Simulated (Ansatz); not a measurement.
Reaction (redistribution): `[OH][Sn]([F])([F])[SiH3]` + `[CH3][Nb]([OH])([F])=[S]` → `[CH3][Sn]([F])([F])[SiH3]` + `[OH][Nb]([OH])([F])=[S]`

Computed with Ansatz on PBE0-D4/def2-TZVP structures; ΔE is electronic, products minus reactants. CBS: MP2 limit from def2 TZ/QZ plus the TZ coupled-cluster correction, frozen cores. DFT in def2-TZVPP. B3LYP here is the variant with VWN-RPA as its local correlation; programs differ in this. Elements past krypton have def2 core potentials. For Nb, Sn outer-core shells are correlated without core-valence functions, which leaves a few kJ/mol of doubt a bond. One conformer a species, not always the lowest.

`[OH][Sn]([F])([F])[SiH3]`:

Cartesian coordinates in Å:
```
O -1.775 -0.829 1.182
Sn -0.563 0.468 0.399
F -0.002 1.593 1.843
F -1.666 1.674 -0.597
Si 1.377 -0.498 -0.955
H -2.491 -0.428 1.683
H 2.159 0.653 -1.461
H 0.788 -1.290 -2.058
H 2.173 -1.343 -0.037
```

`[CH3][Nb]([OH])([F])=[S]`:

Z-matrix (Å, degrees):
```
C
Nb 1 2.132
H 1 1.097 2 108.5
H 1 1.093 2 111.4 3 120.1
H 1 1.094 2 110.2 3 -119.6
O 2 1.871 1 106.3 3 -61.4
F 2 1.864 1 108.0 3 62.0
S 2 2.138 1 104.4 3 -178.5
H 6 0.959 2 132.3 1 -114.6
```

`[CH3][Sn]([F])([F])[SiH3]`:

Cartesian coordinates in Å:
```
C 0.050 -1.333 -1.624
Sn -0.274 -0.489 0.292
F -2.150 -0.743 0.640
F 0.543 -1.722 1.525
Si 0.303 1.864 1.138
H -0.329 -2.355 -1.599
H 1.115 -1.341 -1.854
H -0.488 -0.761 -2.380
H -0.417 2.854 0.299
H -0.122 1.963 2.553
H 1.768 2.063 1.010
```

`[OH][Nb]([OH])([F])=[S]`:

Z-matrix (Å, degrees):
```
Nb
O 1 1.876
F 1 1.864 2 109.9
O 1 1.876 2 108.7 3 120.4
S 1 2.142 2 109.2 3 -120.5
H 2 0.959 1 131.0 3 117.5
H 4 0.959 1 131.1 2 122.1
```

```
             level  ΔE (kJ/mol)
           PBE0-D4       -109.2
          B3LYP-D4       -108.4
           ωB97M-V       -107.0
            B2PLYP       -107.5
            r2SCAN       -109.5
              PBE0       -109.4
SCS-MP2/def2-TZVPP       -104.2
CCSD(T)/def2-TZVPP       -105.0
```

What does CCSD(T)/CBS give? (An estimate is asked.)

Ansatz gave: -101.6 kJ/mol. The listed levels differ from it by -7.6, -6.8, -5.4, -5.9, -7.9, -7.8, -2.6, -3.4 kJ/mol.

Largest T1 diagnostic among the species: 0.023, so the coupled-cluster value is less sure than usual.
